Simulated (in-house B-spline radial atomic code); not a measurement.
Results of a calculation; reference values are marked as such.
## Correlation energy from the adiabatic connection: −Z/r, Z = 5.5

Two electrons in a singlet, external potential −Z/r, Z = 5.5 (atomic units). Full CI in B-splines (partial waves to l = 8, correlation up to 0.6 % small) with the density held fixed gives W(λ) = <V_ee>_λ − U, and E_c is the integral of W(λ) − W(0) from 0 to 1.

```csv
λ,W(λ) − W(0) (hartree)
0,0.00000
0.02,-0.00187
0.05,-0.00467
0.12,-0.01114
0.25,-0.02300
0.4,-0.03642
0.6,-0.05389
0.8,-0.07088
1,-0.08742
```

(1) Integrate the table by the trapezoid rule.

(2) Now use only three numbers: W(0) = -3.2145, the initial slope W'(0) = -0.09364 (extrapolated from the first points) and the strong-coupling limit of the point-charge-plus-continuum model, W∞ = -4.5663. What do second-order theory and the interpolation W(λ) = W∞ + (W(0) − W∞)/√(1 + 2χλ) of Seidl, Perdew and Levy give?

## Answers

(1) The strips give -0.00002, -0.00010, -0.00055, -0.00222, -0.00446, -0.00903, -0.01248, -0.01583, which sum to -0.04468 hartree. The direct value, W(1) − W(0) + T_c with T_c = 0.04270, is -0.04472; the curve is convex, so chords lie above it and the trapezoids fall short in size by 0.07 %.

(2) Second order keeps the slope alone: E_c = W'(0)/2 = -0.04682, +5 % in size against -0.04472. Matching the slope fixes χ = W'(0)/(W∞ − W(0)) = -0.09364/(-1.35180) = 0.06927. Integrating, with s = √(1 + 2χ) = 1.067024, E_c = −(W(0) − W∞)(s − 1)/(s + 1) = −1.35180 × 0.067024/2.067024 = -0.04383 hartree, -2.0 % in size against the full result. At λ = 1 the formula gives W − W(0) = -0.08491 against -0.08742. Part of the miss can come from the model's W∞.
